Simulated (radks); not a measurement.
Task: Charge is removed step by step from the 4s1/2 level of Sr3+, starting from [Ar] 3d10 4s2 4p5. Level of theory: Dirac Kohn-Sham, PBE, spin-unpolarised, spherical densities, finite nucleus; open shells fill j = l - 1/2 first; Fermi nuclear charge, rms radius 4.224 fm (a radial shooting solver on a logarithmic mesh with Libxc functionals). At the starting occupation the eigenvalue is -68.967 eV. Estimate the energy to remove one whole electron from this level, the eigenvalue at the end, and how far E(n) bends from a straight line.

Result: Delta-SCF 76.827 eV; final eigenvalue -84.802 eV; the deviation from the straight line is -1.980 eV at 0.5 electron removed, the largest on the grid computed. Slater's transition state (half an electron removed) gives 76.797 eV. Integrating minus the eigenvalue over the occupation (Janak's theorem) gives 76.827 eV. The mean slope of the eigenvalue, de/dn, is 15.8 eV per electron.
